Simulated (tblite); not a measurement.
C₆H₁₄BFSi.
SMILES with atom numbers: `[BH2:1][C@@:2]1([CH3:3])[C@H:4]([CH2:5][SiH3:6])[CH2:7][C@@H:8]1[F:9]` (hydrogens: H10, H11 on B1; H12, H13, H14 on C3; H15 on C4; H16, H17 on C5; H18, H19, H20 on Si6; H21, H22 on C7; H23 on C8)

Computed with GFN2-xTB (tblite), gas phase: L-BFGS steps from a force-field or distance-geometry start until the largest atomic force falls under 0.01 eV/Å.

Step 15: E = -752.4124 eV
```
atom  x, y, z in Å  |  force x, y, z in eV/Å
B1     -2.2633    0.2922    1.1044   -0.029   0.015   0.031
C2     -1.2278    0.0780   -0.0806   -0.186  -0.123   0.017
C3     -1.6606    0.8793   -1.3129   -0.061   0.032  -0.038
C4      0.2427    0.1873    0.4451   -0.004  -0.101   0.170
C5      1.3694    0.4276   -0.5518   -0.038   0.088   0.024
Si6     3.0395    0.5618    0.3501    0.079  -0.035   0.020
C7      0.1358   -1.3124    0.7859    0.055  -0.003   0.077
C8     -0.9660   -1.4296   -0.2675    0.086  -0.117   0.026
F9     -0.4328   -1.7447   -1.4988   -0.110  -0.084  -0.134
H10    -2.1738    1.2161    1.8128    0.035   0.092  -0.089
H11    -3.1052   -0.4934    1.3263    0.048   0.046  -0.118
H12    -0.8298    0.9995   -2.0071   -0.087  -0.053   0.009
H13    -2.4765    0.3663   -1.8299    0.172   0.009   0.102
H14    -2.0278    1.8666   -1.0223    0.147  -0.087  -0.026
H15     0.3428    0.8753    1.2874    0.057  -0.062   0.054
H16     1.1936    1.3632   -1.0810   -0.018   0.080  -0.097
H17     1.4003   -0.3694   -1.3007   -0.076   0.164   0.101
H18     3.1348    1.8557    1.0180   -0.052   0.136   0.053
H19     3.1603   -0.4693    1.3777   -0.004  -0.097   0.030
H20     4.1593    0.4485   -0.5797   -0.008  -0.034  -0.107
H21    -0.2743   -1.5040    1.7780    0.072   0.057  -0.018
H22     1.0259   -1.9180    0.6269   -0.020   0.013  -0.046
H23    -1.7712   -2.1496   -0.0973   -0.061   0.062  -0.039
```

Step 16: E = -752.4228 eV
```
atom  x, y, z in Å  |  force x, y, z in eV/Å
B1     -2.2685    0.2993    1.1006   -0.040   0.018   0.050
C2     -1.2306    0.0695   -0.0770   -0.138  -0.077   0.040
C3     -1.6558    0.8720   -1.3096   -0.036   0.030  -0.047
C4      0.2398    0.1860    0.4453    0.062  -0.208   0.228
C5      1.3645    0.4332   -0.5518   -0.005   0.111   0.056
Si6     3.0399    0.5603    0.3471    0.100  -0.017   0.029
C7      0.1431   -1.3139    0.7856   -0.052  -0.132   0.025
C8     -0.9647   -1.4375   -0.2611    0.034  -0.060  -0.048
F9     -0.4350   -1.7458   -1.4959   -0.106  -0.106  -0.140
H10    -2.1780    1.2308    1.7992    0.042   0.090  -0.091
H11    -3.1181   -0.4755    1.3270    0.041   0.020  -0.120
H12    -0.8245    0.9835   -2.0032   -0.052  -0.045  -0.008
H13    -2.4717    0.3647   -1.8288    0.109   0.010   0.095
H14    -2.0090    1.8628   -1.0167    0.107  -0.074  -0.044
H15     0.3388    0.8610    1.2974    0.068  -0.001   0.024
H16     1.1866    1.3760   -1.0645   -0.009   0.127  -0.126
H17     1.3908   -0.3500   -1.3152   -0.077   0.140   0.131
H18     3.1329    1.8601    1.0119   -0.055   0.072   0.037
H19     3.1645   -0.4734    1.3768   -0.014  -0.045  -0.021
H20     4.1672    0.4548   -0.5809   -0.075  -0.040  -0.069
H21    -0.2703   -1.5093    1.7749    0.111   0.061   0.024
H22     1.0278   -1.9264    0.6181   -0.015   0.066  -0.017
H23    -1.7745   -2.1552   -0.0962   -0.002   0.061  -0.008
```

Step 17: E = -752.4336 eV
```
atom  x, y, z in Å  |  force x, y, z in eV/Å
B1     -2.2748    0.3073    1.0975   -0.030   0.022   0.041
C2     -1.2352    0.0590   -0.0722   -0.005  -0.004   0.057
C3     -1.6506    0.8643   -1.3062    0.028  -0.004  -0.012
C4      0.2374    0.1813    0.4490    0.098  -0.219   0.190
C5      1.3590    0.4416   -0.5503    0.019   0.127   0.091
Si6     3.0421    0.5587    0.3446    0.077   0.025   0.033
C7      0.1499   -1.3182    0.7854   -0.136  -0.220  -0.049
C8     -0.9630   -1.4470   -0.2554   -0.042   0.012  -0.116
F9     -0.4395   -1.7490   -1.4954   -0.097  -0.113  -0.112
H10    -2.1817    1.2482    1.7832    0.043   0.082  -0.089
H11    -3.1313   -0.4564    1.3255    0.012  -0.015  -0.101
H12    -0.8197    0.9658   -1.9993    0.006  -0.041  -0.030
H13    -2.4651    0.3631   -1.8263    0.000  -0.008   0.061
H14    -1.9874    1.8581   -1.0119    0.051  -0.029  -0.047
H15     0.3362    0.8461    1.3083    0.067   0.041   0.014
H16     1.1790    1.3920   -1.0490   -0.003   0.129  -0.102
H17     1.3792   -0.3267   -1.3283   -0.068   0.102   0.148
H18     3.1298    1.8658    1.0060   -0.050  -0.009   0.016
H19     3.1686   -0.4786    1.3754   -0.020   0.007  -0.070
H20     4.1743    0.4607   -0.5837   -0.132  -0.046  -0.034
H21    -0.2639   -1.5143    1.7728    0.127   0.037   0.078
H22     1.0297   -1.9344    0.6086    0.013   0.087   0.011
H23    -1.7780   -2.1604   -0.0953    0.041   0.035   0.026
```

Step 18: E = -752.4447 eV
```
atom  x, y, z in Å  |  force x, y, z in eV/Å
B1     -2.2818    0.3163    1.0948    0.002   0.023   0.008
C2     -1.2397    0.0479   -0.0660    0.146   0.070   0.054
C3     -1.6443    0.8560   -1.3025    0.097  -0.043   0.034
C4      0.2365    0.1727    0.4561    0.097  -0.133   0.082
C5      1.3535    0.4530   -0.5469    0.026   0.121   0.115
Si6     3.0457    0.5578    0.3426    0.013   0.071   0.025
C7      0.1546   -1.3268    0.7842   -0.161  -0.223  -0.105
C8     -0.9622   -1.4569   -0.2517   -0.105   0.071  -0.147
F9     -0.4462   -1.7547   -1.4971   -0.087  -0.100  -0.068
H10    -2.1848    1.2684    1.7645    0.036   0.068  -0.083
H11    -3.1452   -0.4365    1.3221   -0.025  -0.047  -0.071
H12    -0.8143    0.9463   -1.9959    0.065  -0.041  -0.049
H13    -2.4584    0.3611   -1.8226   -0.108  -0.025   0.027
H14    -1.9636    1.8528   -1.0078   -0.006   0.027  -0.046
H15     0.3350    0.8310    1.3201    0.060   0.049   0.016
H16     1.1710    1.4110   -1.0343   -0.003   0.089  -0.030
H17     1.3656   -0.3001   -1.3390   -0.046   0.057   0.154
H18     3.1256    1.8717    1.0001   -0.036  -0.078   0.004
H19     3.1726   -0.4840    1.3726   -0.024   0.050  -0.107
H20     4.1794    0.4659   -0.5875   -0.164  -0.051  -0.012
H21    -0.2548   -1.5191    1.7723    0.119  -0.015   0.118
H22     1.0321   -1.9414    0.5988    0.052   0.068   0.028
H23    -1.7810   -2.1655   -0.0939    0.051  -0.009   0.052
```

Task: Estimate the geometry and energy of step 19. (The exact step hangs on the optimiser's Hessian estimate; all steps are aligned on step 18, rigid shifts and turns removed.)

Result: E = -752.4560 eV, largest force 0.270 eV/Å
```
atom  x, y, z in Å  |  force x, y, z in eV/Å
B1     -2.2887    0.3257    1.0921    0.041   0.017  -0.035
C2     -1.2417    0.0378   -0.0588    0.241   0.119   0.027
C3     -1.6365    0.8468   -1.2983    0.131  -0.059   0.055
C4      0.2376    0.1618    0.4652    0.060   0.008  -0.040
C5      1.3483    0.4671   -0.5413    0.018   0.084   0.117
Si6     3.0495    0.5582    0.3411   -0.071   0.103   0.005
C7      0.1567   -1.3394    0.7812   -0.111  -0.136  -0.110
C8     -0.9634   -1.4659   -0.2506   -0.122   0.096  -0.121
F9     -0.4552   -1.7625   -1.5005   -0.079  -0.071  -0.024
H10    -2.1870    1.2904    1.7435    0.022   0.045  -0.075
H11    -3.1595   -0.4172    1.3167   -0.045  -0.058  -0.042
H12    -0.8079    0.9254   -1.9934    0.103  -0.046  -0.055
H13    -2.4531    0.3586   -1.8178   -0.165  -0.024   0.021
H14    -1.9390    1.8475   -1.0044   -0.048   0.065  -0.050
H15     0.3348    0.8161    1.3329    0.051   0.022   0.021
H16     1.1627    1.4319   -1.0201   -0.007   0.029   0.069
H17     1.3507   -0.2714   -1.3463   -0.011   0.009   0.147
H18     3.1204    1.8766    0.9945   -0.014  -0.114   0.009
H19     3.1762   -0.4889    1.3678   -0.024   0.077  -0.124
H20     4.1811    0.4700   -0.5920   -0.167  -0.054  -0.007
H21    -0.2430   -1.5241    1.7737    0.095  -0.083   0.116
H22     1.0357   -1.9472    0.5891    0.077   0.020   0.030
H23    -1.7835   -2.1705   -0.0916    0.027  -0.052   0.067
```

The energy changes by -0.0113 eV. The first-order estimate −F·Δx gives -0.0155 eV and the mean of the old and new forces, exact on a quadratic surface, -0.0113 eV. The step makes an angle of 74° with the force vector and moves no atom by more than 0.033 Å.

The cost below is that of the whole relaxation. On Arm Neoverse N1, one thread (shared host), this took 3.2 s of wall time.
